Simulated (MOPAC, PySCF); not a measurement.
H3ClSi, SMILES `Cl[SiH3]`, neutral singlet in the gas phase. 

Cartesian coordinates (Å):
SMILES: Cl[SiH3]
```xyz
5

Si    -0.1310     0.0044    -0.0003
Cl     1.9234    -0.0617     0.0044
H     -0.6211    -0.7859    -1.1425
H     -0.5527     1.4099    -0.1285
H     -0.6196    -0.5656     1.2669
```
Charge 0, multiplicity 1.

All levels are single points at this geometry (CAM-B3LYP-D3(BJ)/def2-TZVP); Pople sets use spherical d functions. Orbital energies aren't observables, and empty levels follow the basis.

HF/STO-3G in PySCF gives HOMO (eV) = -10.15.

**Question.** Estimate the HOMO (eV) from each of these levels: CAM-B3LYP-D3(BJ)/def2-TZVP in PySCF; PBE-D3(BJ)/def2-TZVP in PySCF; B3LYP/3-21G in PySCF; PBE/6-31G* in PySCF; HF/3-21G in PySCF; HF/6-31G* in PySCF; AM1 in MOPAC; PM6 in MOPAC.

**Answer.** 
```tsv
level	HOMO (eV)
CAM-B3LYP-D3(BJ)/def2-TZVP in PySCF	-10.40
PBE-D3(BJ)/def2-TZVP in PySCF	-7.65
B3LYP/3-21G in PySCF	-8.67
PBE/6-31G* in PySCF	-7.55
HF/3-21G in PySCF	-12.30
HF/6-31G* in PySCF	-12.28
AM1 in MOPAC	-11.53
PM6 in MOPAC	-11.11
```
